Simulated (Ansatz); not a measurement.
# A ladder of methods for SnH2F (SMILES [F][SnH2])

The species is SnH2F (4 atoms), meant as a doublet with charge 0. SMILES: `[F][SnH2]`. The shape is that of a PBE0-D4/def2-TZVP optimisation.

```xyz
4

F    -1.5526   -0.1900    0.6407
Sn    0.0283   -0.2422   -0.4683
H     1.1841   -1.0544    0.5241
H     0.3957    1.4262   -0.7167
```

Each level gives the electronic atomisation energy (eV). The values are calculated. Electronic energies at fixed atoms, without zero-point motion or spin-orbit coupling.

```json
{"level": "UPBE/STO-3G", "kind": "GGA", "program": "Ansatz", "value (eV)": "13.26", "less FCI/STO-3G": "+2.87", "CPU time (all runs)": "4.1 s"}
{"level": "UBHLYP/STO-3G", "kind": "global hybrid", "program": "Ansatz", "value (eV)": "11.97", "less FCI/STO-3G": "+1.58", "CPU time (all runs)": "3.8 s"}
{"level": "UPBE0/STO-3G", "kind": "global hybrid", "program": "Ansatz", "value (eV)": "12.41", "less FCI/STO-3G": "+2.02", "CPU time (all runs)": "3.8 s"}
{"level": "U-wB97X/STO-3G", "kind": "range-separated hybrid", "program": "Ansatz", "value (eV)": "12.43", "less FCI/STO-3G": "+2.04", "CPU time (all runs)": "17 s"}
{"level": "UCAM-B3LYP/STO-3G", "kind": "range-separated hybrid", "program": "Ansatz", "value (eV)": "12.87", "less FCI/STO-3G": "+2.48", "CPU time (all runs)": "4.5 s"}
{"level": "UB2PLYP/STO-3G", "kind": "double hybrid", "program": "Ansatz", "value (eV)": "11.78", "less FCI/STO-3G": "+1.39", "CPU time (all runs)": "4.1 s"}
{"level": "UCCSDT(Q)/STO-3G", "kind": "coupled cluster or CI", "program": "Ansatz", "value (eV)": "10.39", "less FCI/STO-3G": "0.00", "CPU time (all runs)": "2.5 s"}
{"level": "FCI/STO-3G", "kind": "exact in the basis", "program": "Ansatz", "value (eV)": "10.39", "less FCI/STO-3G": "0.00", "CPU time (all runs)": "3.9 s"}
```

FCI/STO-3G is exact within its basis and frozen core, so for wave-function methods in that basis the difference is their error; functionals converge differently with the basis, so for them it is only a difference. All-electron rows without a relativistic Hamiltonian named are non-relativistic. The values span 10.39 to 13.26 eV. All rows use very small basis sets, so even the best lies far from the true value. In the correlated wave-function rows the outer d shell of Sn is correlated, in sets not made for it. CPU times are rough (shared hosts, several kinds of processor): they show what a rung costs within a factor of a few.
